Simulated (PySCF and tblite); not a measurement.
Results of a calculation; reference values are marked as such.
System: C₇H₁₃B, numbered as in [CH2:1]=[CH:2][CH2:3][B:4]1[CH2:5][CH2:6][CH2:7][CH2:8]1.

The path came from a restrained scan, a climbing-image band and a saddle search at GFN2-xTB; energies are PBE0/pcSseg-1 + D3(BJ), IEF-PCM water//GFN2-xTB, thermal terms GFN2-xTB. Rates follow Eyring's equation with the number of equivalent paths and no tunnelling. (PySCF 2.14 with density fitting, tblite 0.8.)

Task: What barrier does the inversion of the 5-membered ring (4–5–6–7–8) meet, and how fast is it at 298 K?

Result: The electronic barrier is 3.7 kcal/mol and ΔG‡(298 K) 3.5 kcal/mol, over a C1 saddle (flat) with an imaginary mode of 167i cm⁻¹ (GFN2-xTB). With 1 equivalent path, k is 1.6×10¹⁰ s⁻¹, a mean lifetime of the start of 65 ps against this motion. The end lies 0.3 kcal/mol below the start in free energy.
